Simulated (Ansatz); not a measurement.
Cartesian coordinates in Å:
```
C -1.370 0.982 1.031
B -0.615 -0.346 0.654
C 0.687 -0.807 1.399
O -1.070 -1.154 -0.350
P 1.257 0.578 -2.146
H -0.795 1.829 0.639
H -2.382 1.060 0.623
H -1.425 1.129 2.113
H 0.434 -1.114 2.421
H 1.401 0.015 1.502
H 1.184 -1.648 0.912
H -1.881 -0.827 -0.748
H 2.248 0.962 -3.088
H 1.900 -0.645 -1.830
H 0.427 -0.015 -3.132
```

The species carries charge 0 and has multiplicity 1. The bonds changed during the relaxation, so this is another structure than the one it started from.

Problem. List the CAM-B3LYP/def2-TZVPP orbital energies in eV (Ansatz 0.2.0). (Best estimate.)

Solution. The calculation gave: Occupied: -2098.72, -522.75, -277.89, -277.67, -185.70, -180.01, -129.99, -129.98, -129.87, -30.05, -21.40, -20.59, -19.66, -16.88, -13.71, -13.25, -13.18, -12.20, -12.16, -12.01, -11.84, -11.42, -11.29, -9.85, -9.12. Lowest empty: 1.33, 1.63, 1.85, 2.13, 2.56, 2.64, 3.20, 3.83.
